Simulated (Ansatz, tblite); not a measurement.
Removing and adding an electron: `COc1ccc(-c2ccc(-c3ccc(-c4ccc(-c5ccc(-c6ccc(-c7ccc(-c8ccc(C(F)=C(F)F)cc8)o7)o6)o5)o4)o3)o2)cc1`. Total charge 0; singlet. Geometry: r2SCAN-D4/def2-SVP. Ansatz, gas phase; energy differences of separate SCF runs; the oxidised species was run as a doublet alone; the reduced species was run as a doublet alone.

Cartesian coordinates in Å:
```
C -0.094 4.556 12.653
O 0.384 5.068 11.429
C 0.220 4.319 10.313
C -0.396 3.058 10.282
C -0.512 2.371 9.073
C -0.023 2.915 7.871
C -0.145 2.198 6.618
C 0.231 2.478 5.317
C -0.166 1.371 4.522
C -0.766 0.474 5.386
C -1.362 -0.808 5.204
C -1.961 -1.702 6.075
C -2.360 -2.813 5.292
C -1.982 -2.533 3.989
C -2.114 -3.265 2.770
C -2.661 -4.505 2.480
C -2.499 -4.698 1.088
C -1.862 -3.565 0.606
C -1.437 -3.184 -0.702
C -1.508 -3.818 -1.933
C -0.915 -2.942 -2.873
C -0.516 -1.823 -2.163
C 0.130 -0.610 -2.539
C 0.522 0.510 -1.827
C 1.119 1.387 -2.765
C 1.057 0.752 -3.995
C 1.491 1.130 -5.302
C 2.125 2.261 -5.790
C 2.299 2.049 -7.179
C 1.761 0.807 -7.469
C 1.628 0.034 -8.683
C 2.111 0.524 -9.913
C 1.983 -0.219 -11.079
C 1.364 -1.488 -11.066
C 1.261 -2.214 -12.323
F 1.787 -1.601 -13.403
C 0.710 -3.419 -12.573
F 0.681 -3.969 -13.765
F 0.139 -4.185 -11.665
C 0.879 -1.981 -9.834
C 1.010 -1.235 -8.671
O 1.272 0.255 -6.319
O 0.454 -0.464 -3.854
O -0.834 -1.970 -0.846
O -1.630 -2.697 1.630
O -1.375 -1.313 3.939
O -0.753 0.975 6.654
C 0.594 4.185 7.922
C 0.714 4.875 9.118
H 0.405 3.606 12.919
H -1.186 4.391 12.627
H 0.137 5.309 13.417
H -0.789 2.601 11.192
H -0.993 1.390 9.057
H 0.736 3.378 4.974
H -0.037 1.231 3.451
H -2.088 -1.558 7.146
H -2.866 -3.714 5.634
H -3.121 -5.187 3.193
H -2.809 -5.561 0.501
H -1.938 -4.800 -2.124
H -0.786 -3.094 -3.943
H 0.385 0.661 -0.758
H 1.546 2.370 -2.572
H 2.427 3.130 -5.209
H 2.764 2.731 -7.888
H 2.596 1.503 -9.957
H 2.364 0.180 -12.020
H 0.396 -2.958 -9.783
H 0.630 -1.632 -7.727
H 0.985 4.636 7.006
H 1.190 5.857 9.162
```

The xTB rows come from tblite. Single mean-field runs in def2-SVP are fitted with def2-universal-jkfit.

Estimate orbital energies and vertical ionisation energies and electron affinities at: GFN1-xTB; GFN2-xTB; PBE-D4/def2-SVP; PBE0-D4/def2-SVP.


| level | −HOMO (eV) | vertical IE (eV) | −LUMO (eV) | vertical EA (eV) | HOMO–LUMO gap (eV) | IE − EA (eV) |
| --- | --- | --- | --- | --- | --- | --- |
| GFN1-xTB | 10.26 | 11.58 | 8.67 | 7.35 | 1.60 | 4.23 |
| GFN2-xTB | 9.53 | 10.86 | 7.98 | 6.61 | 1.55 | 4.25 |
| PBE-D4/def2-SVP | 4.11 | 5.41 | 2.52 | 1.33 | 1.59 | 4.09 |
| PBE0-D4/def2-SVP | 4.85 | 5.77 | 1.99 | 1.16 | 2.86 | 4.61 |

 Raw xTB energy differences between charge states are shifted by several eV; the methods need an empirical correction for them. Sets without diffuse functions give affinities that are too small.
